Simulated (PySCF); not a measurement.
## Sm⁺ (samarium, charge +1) across methods

[Xe] 4f6 6s1, high-spin 8F determinant. All numbers are calculated (PySCF 2.14, the spin-free X2C one-electron Hamiltonian (Gaussian nucleus), in x2c-TZVPPall with one added diffuse shell each of s, p, d, f type (12s8p8d5f2g, 129 functions)).

```tsv
method	E (hartree)	mean ε 5p β (eV)	mean ε 4f α (eV)	mean ε 6s α (eV)	Σ⟨r²⟩ (bohr²)	⟨S²⟩
LDA	-10418.41	-28.223	-10.032	-9.033	57.74	15.752
UHF	-10422.55993	-33.229	-19.392	-10.359	59.52	15.756
r2SCAN	-10426.45	-28.491	-10.012	-8.921	58.04	15.755
PBE0	-10426.09	-29.594	-12.294	-9.291	58.14	15.753
```

Problem. Estimate the same row for PBE.

Solution. E (hartree) = -10426.13; mean ε 5p β (eV) = -27.973; mean ε 4f α (eV) = -9.838; mean ε 6s α (eV) = -8.811; Σ⟨r²⟩ (bohr²) = 58.10; ⟨S²⟩ = 15.752.

Spin-orbit coupling, absent here, splits the open shell strongly.
